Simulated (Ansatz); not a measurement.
System: BHSCl, charge 0, doublet. BHSCl (SMILES S[B]Cl, doublet).
B3LYP-D3(BJ)/def2-TZVP minimum from Ansatz (a first-principles code):
```
B
Cl 1 1.7297
S 1 1.7719 2 124.92
H 3 1.3449 1 96.77 2 180.00
```
Charge 0, spin multiplicity 2.

Total energies in cc-pV(D+d)Z, 17 correlated electrons, 11 frozen orbitals. Radicals and triplets start from unrestricted determinants; spin-orbit coupling is neglected. Correlated methods leave the cores frozen. No relativity.

```
method    program  energy (Eh)  minus CCSDT(Q) (mEh)
--------  -------  -----------  --------------------
HF         Ansatz   -882.32214                383.38
MP2        Ansatz   -882.65545                 50.08
CCSD       Ansatz   -882.69157                 13.95
CCSD(T)    Ansatz   -882.70344                  2.08
CCSDT(Q)   Ansatz   -882.70553                  0.00
```

Rough core times of Ansatz's runs on a shared machine: CCSD(T) under 20 s, CCSDT(Q) 2 min.
